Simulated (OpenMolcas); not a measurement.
**Cu2+: moving or changing the point charges**

Cu2+ among 3 point charges of -3 e arranged as a planar triangle (D3h), 1.96 Å from the ion.

- Program: OpenMolcas
- Method: SS-CASPT2, IPEA 0.25 Eh, imaginary shift 0.1 Eh (closed shells correlated: 3s 3p)
- Basis: ANO-RCC-VDZP [5s4p2d1f]
- Scalar Hamiltonian: DKH2, point nucleus
- Active space: 9 electrons in 5 orbitals (3d)
- State averaging: 2S+1 = 2 even, 5 roots
- Spin-orbit coupling: RASSI with atomic mean-field integrals over the reference wave functions

Runs around this geometry, states (labels of D3, the rotations of D3h). Energies in cm-1 above the lowest state or level, χT in cm3 K/mol.

| R (Å) | q (e) | Ground state | First state of that spin | First gap with spin-orbit (degeneracies) | χT at 300 K |
| --- | --- | --- | --- | --- | --- |
| 1.96 | -2.4 | 2E | 2E 9210 | 1650 (2, 2) | 1.205 |
| 1.87 | -3 | 2E | 2E 12840 | 1690 (2, 2) | 1.191 |
| 1.96 | -3 | 2E | 2E 11330 | 1680 (2, 2) | 1.197 |
| 2.12 | -3 | 2E | 2E 9140 | 1650 (2, 2) | 1.206 |

Taking the first state of the same spin as R^-n, n = -ln(9140 / 12840) / ln(2.12 / 1.87) = 2.7 between the shortest and longest distance.

Scaling the charges by -2.4 / -3 = 0.80 scales the first state of the same spin by 9210 / 11330 = 0.81; with fixed orbitals a first-order splitting would follow the charge.

Roots that are degenerate in the reference are averaged as groups; the widest CASPT2 spread within a group is 55 cm-1 (the 2-fold group of multiplicity 2 near 0 cm-1 above the lowest state of its run, R = 1.96, q = -2.4). Shifts and gaps below about the spread of the groups concerned are not significant. An orbital doublet at a regular site is open to a Jahn-Teller distortion, which this geometry leaves out. Free-ion shares, where given, are those of the reference states; single-state CASPT2 does not remix them. This is an electrostatic model: the charges have no orbitals. No measured value stands beside these numbers.
